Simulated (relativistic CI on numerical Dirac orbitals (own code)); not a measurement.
## Slater and spin-orbit integrals, Zn⁷⁺

Method of calculation: Dirac-Coulomb-Breit CI, separate exchange-only KLI orbitals for each configuration, a model potential for QED, unscaled Slater integrals (own radial code, finite nucleus).

Slater integrals F^k, G^k are unscaled and averaged over j, outside the closed core [Ne]; ζ comes from projecting the Hamiltonian with its Breit term on Σ l·s of the shell.

- 3s²3p⁶3d⁵: F^2(3d,3d) = 145110, F^4(3d,3d) = 91923, ζ(3d) = 1494.6 cm⁻¹; <r>(3d) = 0.6727, <r^2>(3d) = 0.5447 (bohr units).
- 3s²3p⁵3d⁶: ζ(3p) = 18317, F^2(3d,3d) = 144820, F^4(3d,3d) = 91734, F^2(3p,3d) = 144100, G^1(3p,3d) = 173360, G^3(3p,3d) = 108490, ζ(3d) = 1457.7 cm⁻¹; <r>(3p) = 0.6636, <r^2>(3p) = 0.512, <r>(3d) = 0.6738, <r^2>(3d) = 0.5466 (bohr units).
- 3s²3p⁶3d⁴4s: F^2(3d,3d) = 149900, F^4(3d,3d) = 95144, ζ(3d) = 1592.9, G^2(3d,4s) = 15855 cm⁻¹; <r>(3d) = 0.6544, <r^2>(3d) = 0.5141, <r>(4s) = 1.529, <r^2>(4s) = 2.622 (bohr units).

(1) Give the Racah parameters of the d shell in 3s²3p⁶3d⁵.

Averages of the first 10 configurations, taken without configuration mixing, which lowers the lowest level and can move excited configurations by several eV; other configurations of the list can lie among them:

```json
{"Configuration": "3s²3p⁶3d⁵", "Parity": "even", "States": "252", "Average energy above the lowest level (eV)": "11.7"}
{"Configuration": "3s²3p⁵3d⁶", "Parity": "odd", "States": "1260", "Average energy above the lowest level (eV)": "93.7"}
{"Configuration": "3s²3p⁶3d⁴4s", "Parity": "even", "States": "420", "Average energy above the lowest level (eV)": "71.8"}
{"Configuration": "3s²3p⁶3d⁴4p", "Parity": "odd", "States": "1260", "Average energy above the lowest level (eV)": "85.8"}
{"Configuration": "3s3p⁶3d⁶", "Parity": "even", "States": "420", "Average energy above the lowest level (eV)": "147.9"}
{"Configuration": "3s²3p⁶3d⁴4d", "Parity": "even", "States": "2100", "Average energy above the lowest level (eV)": "107.2"}
{"Configuration": "3s²3p⁶3d³4s4p", "Parity": "odd", "States": "1440", "Average energy above the lowest level (eV)": "154.4"}
{"Configuration": "3s²3p⁶3d⁴5s", "Parity": "even", "States": "420", "Average energy above the lowest level (eV)": "121.8"}
{"Configuration": "3s²3p⁶3d⁴4f", "Parity": "odd", "States": "2940", "Average energy above the lowest level (eV)": "124.5"}
{"Configuration": "3s²3p⁶3d⁴5p", "Parity": "odd", "States": "1260", "Average energy above the lowest level (eV)": "127.7"}
```

## Answers

(1) B = F²/49 − 5F⁴/441 = 1919 cm⁻¹ and C = 35F⁴/441 = 7296 cm⁻¹.
